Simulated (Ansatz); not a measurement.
Computed with Ansatz on PBE0-D4/def2-TZVP structures; ΔE is electronic, products minus reactants. CCSD(T)/CBS adds triple-zeta CCSD(T) − MP2 to the extrapolated MP2 energy (def2 sets, frozen cores). This one scheme is used for every species. DFT in def2-TZVPP. HSE06 is defined as in plane-wave codes. For Ge outer-core shells are correlated without core-valence functions, which leaves a few kJ/mol of doubt a bond. Scalar relativity is left out up to krypton. One conformer a species, not always the lowest.

`F[SiH](F)[SiH2]Cl` + `[OH][GeH3]` → `F[SiH](F)[O][GeH3]` + `[SiH3]Cl`  (cleavage of the Si–Si bond)

(1) Is it downhill or uphill in electronic energy at CCSD(T)/CBS, and by how much? (An estimate is asked.)

(2) What do these levels give: LDA (SPW92), ωB97X-V, HSE06, BHLYP, MP2/def2-SVP, MP2/def2-TZVPP? (An estimate is asked.)

Largest T1 diagnostic among the species: 0.012.

## Answers

(1) Ansatz gave: Downhill: ΔE = -164.8 kJ/mol.

(2) Computed: LDA (SPW92) -142.7, ωB97X-V -159.5, HSE06 -146.3, BHLYP -175.0, MP2/def2-SVP -174.8, MP2/def2-TZVPP -173.5 kJ/mol.

From BLYP to BHLYP (50 % exact exchange), in def2-TZVPP and without D4, ΔE moves by −24.9 kJ/mol. At CCSD(T), def2-SVP lies −3.6 kJ/mol from the extrapolated value and def2-TZVPP −3.1 kJ/mol. Leaving LDA and LC-ωPBE aside and taking each functional with its dispersion term where it has one, the values, not all of them listed here, spread over 40.6 kJ/mol, from BHLYP-D4 to revPBE-D4. LDA lies −8.7 kJ/mol from PBE without D4.
